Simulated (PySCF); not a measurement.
SMILES [CH]([GeH]([OH])[OH])=C (C2H6GeO2), singlet (PBE0/def2-SVP optimised geometry):

```
11

Ge    -0.772    -1.065     0.000
O     -1.377     0.609     0.000
O      1.009    -1.065     0.000
C     -1.216    -2.006    -1.623
C     -0.267    -2.483    -2.434
H     -1.342    -1.634     1.307
H     -1.178     1.065    -0.825
H      1.377    -0.624     0.773
H     -2.273    -2.137    -1.884
H     -0.511    -3.010    -3.363
H      0.796    -2.366    -2.195
```

Calculation: PBE0/def2-TZVP (PySCF).

### Question
What are the frontier orbital energies and the dipole moment?

### Answer
HOMO-2 -8.84 eV, HOMO-1 -8.50 eV, HOMO -8.17 eV, LUMO -0.68 eV, LUMO+1 0.71 eV; dipole moment 0.84 D.

On the same geometry PySCF with PBE/def2-TZVP gives HOMO-2 -7.19 eV, HOMO-1 -7.07 eV, HOMO -6.81 eV, LUMO -1.66 eV, LUMO+1 -0.23 eV; dipole moment 0.79 D.

Meta-Löwdin charges at PBE0/def2-TZVP: Ge1 1.07, O2 -0.75, O3 -0.75, C4 -0.35, C5 -0.21, H6 -0.09, H7 0.34, H8 0.34, H9 0.13, H10 0.12, H11 0.14.
